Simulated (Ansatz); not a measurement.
Total energies of H6O2Si2Zn (`[SiH3][O][Zn][O][SiH3]`).

```xyz
11

Si    0.110   -2.592   -1.679
O    -0.803   -1.405   -1.047
Zn   -0.707    0.118   -0.189
O    -0.752    1.663    0.631
Si    0.049    2.565    1.722
H     0.947   -2.091   -2.806
H    -0.780   -3.668   -2.188
H     1.029   -3.174   -0.660
H     1.458    2.808    1.298
H    -0.638    3.876    1.863
H     0.087    1.899    3.055
```

Charge 0, multiplicity 1. For Zn the d shell is correlated and the shells below it are frozen. Scalar relativity is left out up to krypton. All single points use the PBE0-D4/def2-TZVP geometry. It is one conformer, not always the lowest. Basis def2-TZVPP, the Gaussian-basis code of Ansatz.

RPA on PBE orbitals: Hartree–Fock energy of these orbitals -2509.00778 Eh, correlation -1.84872 Eh (frozen core).

| functional | energy without D4 (Eh) | D4 term (kJ/mol) |
| --- | --- | --- |
| LDA (SPW92) | -2506.30127 | – |
| BLYP | -2512.68587 | -46.7 |
| B97M-V | -2512.08663 | – |
| PBE0 | -2511.97256 | -18.3 |
| B3LYP | -2512.73798 | -34.8 |
| r2SCANh | -2512.46738 | -5.8 |
| CAM-B3LYP | -2512.72154 | -18.8 |
| LC-ωPBE | -2512.14073 | – |
| ωB97X-V | -2512.32848 | – |
| PBE-QIDH | -2511.54684 | – |

Give the same for PBE, revPBE, r2SCAN, r2SCAN0, HSE06 (plane-wave form), BHLYP, ωB97M-V, B2PLYP. (Estimate.)

The calculation gave: 
```
             functional  energy without D4 (Eh)  D4 term (kJ/mol)
                    PBE             -2511.89153             -21.5
                 revPBE             -2512.33136             -61.5
                 r2SCAN             -2512.49568              -5.3
                r2SCAN0             -2512.42730              -6.4
HSE06 (plane-wave form)             -2511.95064             -17.2
                  BHLYP             -2512.52936             -28.4
                ωB97M-V             -2512.44380                 –
                 B2PLYP             -2512.02443                 –
```

B3LYP takes the VWN-RPA correlation (the form of Gaussian; ORCA's B3LYP/G). HSE06 is the plane-wave form, built on full-range PBE exchange. The double hybrids freeze the cores in their second-order part.

LC-ωPBE has ω = 0.4 bohr⁻¹.
